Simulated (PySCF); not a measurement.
# Electron correlation in O (oxygen, neutral)

[He] 2s2 2p4, high-spin 3P determinant. Calculation: PySCF 2.14, in x2c-SVPall (3s2p1d, 14 functions); scalar relativity by spin-free X2C-1e. Frozen: 1s2; 6 electrons correlated.

MP2 pair energies summed by pair of shells (mhartree):

```csv
pair,energy,share (%)
2p-2p,-49.35,48.7
2s-2p,-44.46,43.9
2s-2s,-7.58,7.5
```

Total MP2 correlation energy: -101.38 mhartree.

Same-spin part -25.87 and opposite-spin part -75.51 mhartree; SCS-MP2 scales them by 1/3 and 6/5 to -99.24 mhartree.

```
  level  correlation energy (mhartree)
   CCSD                        -116.62
    (T)                          -0.83
CCSD(T)                        -117.45
```

Diagnostics: T1 = 0.0034, D1 = 0.0067, largest double amplitude 0.054.

Cost of the coupled-cluster step: 0.14 s of wall time on 1 thread of Intel(R) Xeon(R) Platinum 8259CL CPU @ 2.50GHz (shared host), for 6 correlated electrons.
